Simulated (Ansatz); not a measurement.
Computed with Ansatz on PBE0-D4/def2-TZVP structures; ΔE is electronic, products minus reactants. CCSD(T)/CBS is the MP2 limit (def2-TZVPP, def2-QZVPP) plus CCSD(T) − MP2 in def2-TZVPP, frozen cores. This one scheme is used for every species. Functionals use def2-TZVPP. B3LYP here is the variant with VWN-RPA as its local correlation; programs differ in this. For Mg outer-core shells are correlated without core-valence functions, which leaves a few kJ/mol of doubt a bond. Each species was taken in one conformer, which may not be the lowest.

Reaction (ligand exchange at a Mg–O bond): `[OH][Mg][OH]` + `[SiH3]N[SiH3]` → `[OH][Mg][N]([SiH3])[SiH3]` + H₂O

```csv
level,ΔE (kJ/mol),difference from CCSD(T)/CBS
LDA (SPW92),22.5,6.6
r2SCAN-D4,22.1,6.2
B3LYP-D4,26.6,10.7
BHLYP-D4,25.8,9.9
ωB97M-V,25.3,9.4
PBE-QIDH,19.6,3.7
revPBE,24.9,9.0
PBE0,22.9,7.0
r2SCANh,23.4,7.5
MP2/def2-SVP,29.4,13.5
CCSD/def2-SVP,28.4,12.5
CCSD(T)/def2-SVP,25.6,9.7
HF/def2-TZVPP,33.0,17.1
SCS-MP2/def2-TZVPP,21.4,5.5
HF/def2-QZVPP,32.9,17.0
MP2/def2-QZVPP,18.3,2.4
CCSD(T)/CBS,15.9,0
```

Largest T1 diagnostic among the species: 0.011.

In def2-TZVPP, CCSD(T) changes the Hartree–Fock value by −16.7 kJ/mol (the triples alone add −3.6 kJ/mol) and MP2 by −14.5 kJ/mol. At CCSD(T), def2-SVP lies +9.7 kJ/mol from the extrapolated value and def2-TZVPP +0.4 kJ/mol.
